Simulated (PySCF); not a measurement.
The complex [CrO4]3- (charge -3) contains Cr(V), shell d1. The structure is a PBE0-D3(BJ)/def2-TZVP, IEF-PCM water geometry optimised for multiplicity 2; coordination tetrahedral, point group Td, metal–donor distances 1.70 Å.

The d shell alone is too small an active space for [CrO4]3- (an active orbital has only 0.64 squared overlap with the free ion's shell): its levels, fitted parameters, g values and moments show what this model gives and aren't sound predictions.

```
5

Cr    0.0000    0.0000    0.0000
O     0.9800    0.9800    0.9800
O     0.9800   -0.9800   -0.9800
O    -0.9800   -0.9800    0.9800
O    -0.9800    0.9800   -0.9800
```

Method (PySCF 2.14, density fitting): CASSCF(1,5) with orbitals averaged over all microstates of the shell, strongly contracted NEVPT2 on the averaged canonical orbitals; basis x2c-TZVPall on the metal, x2c-SVPall elsewhere; spin-free X2C; IEF-PCM water; spin-orbit coupling by state interaction with the mean-field operator over all roots.

Question: Which term lies lowest, and with what spin?

Answer: 2E (S = 1/2, orbital degeneracy 2), with 1.0 electrons in the lower (e-type) set and 0.0 in the upper (t2-type) set, by NEVPT2.

Question: Where do the spin-allowed transitions within the shell lie?

Answer: By NEVPT2: 2T2 at 16154 cm⁻¹ (619 nm). The strongest, at 16154 cm⁻¹, has f = 5.2e-03.

Question: What ligand-field parameters describe the result?

Answer: At NEVPT2 level: orbital energies 0, 0, 16154, 16154, 16154 cm⁻¹; 10Dq = 16154 cm⁻¹; ζ = 214 cm⁻¹ (free ion 360), lowered by covalency.

Question: What are the magnetic parameters?

Answer: The ground state is orbitally degenerate (an E term, whose orbital moment is quenched to first order), so no simple spin Hamiltonian is given. The lowest spin-orbit level is 4-fold; the next lies at 16105.5 cm⁻¹. μeff is 1.72 μB at 300 K and 1.70 μB at 10 K; the spin-only value is 1.73 μB.

No frequencies were computed for the optimised geometry. Charge-transfer states lie outside this active space and may come lower than some of these levels. The ground state is orbitally degenerate in this regular structure, which would distort (Jahn–Teller), so its moment is that of the undistorted model. NEVPT2 on the d shell alone tends to put d–d bands too high for such charged or covalently bound ions.

The job took 3.9 s on one thread of Arm Neoverse V1 (shared host), with 104 basis functions, launched as `OMP_NUM_THREADS=1 python lf_run.py task.json out`.
